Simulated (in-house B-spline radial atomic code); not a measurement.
Ionising the manganese ion Mn³⁺ with different functionals

Computed with a B-spline radial code for spherical atoms: non-relativistic Hamiltonian, point nucleus, spin-polarised at highest spin, spherical fractional occupations for the functionals, and exact exchange of hybrids averaged over the configuration. The ionisation energy is the difference of two self-consistent energies, [Ar] 3d4 → [Ar] 3d3, without Breit or QED terms; ε is the level of the shell that loses the electron (its least bound occupied spin orbital).

```csv
method,rung,ΔSCF (eV),-ε(3d) (eV)
PBE0,global hybrid,52.56,45.85
B3LYP,global hybrid,52.62,45.32
TPSSh,global hybrid,52.50,44.09
M06-2X,global hybrid,52.04,48.64
BHandHLYP,global hybrid,52.34,48.47
r2SCAN0,global hybrid,52.77,46.11
B97-1,global hybrid,52.39,45.20
HSE06,range-separated hybrid,52.51,45.39
wB97X,range-separated hybrid,52.14,47.98
CAM-B3LYP,range-separated hybrid,52.59,47.31
LC-wPBE,range-separated hybrid,52.61,48.45
```

(1) Among the functionals, which spreads more, the ΔSCF values or the orbital energies?

(2) How do they compare with the NIST value?

Results:

(1) The orbital energies: ΔSCF values span about 0.73 eV and the orbital energies 4.55 eV; here energy differences depend much less on the functional than eigenvalues do.

(2) NIST lists 51.2 eV ± 0.12 (semi-empirical, ground level to ground level). Errors run from +0.83 to +1.56 eV. The correlated functionals all miss on the same side by more than they spread, so the cause is common to them (relativity, Breit-QED terms, multiplet and fine-structure energies, or a listed next ion that isn't the cheapest removal here) and closeness doesn't rank the functionals.
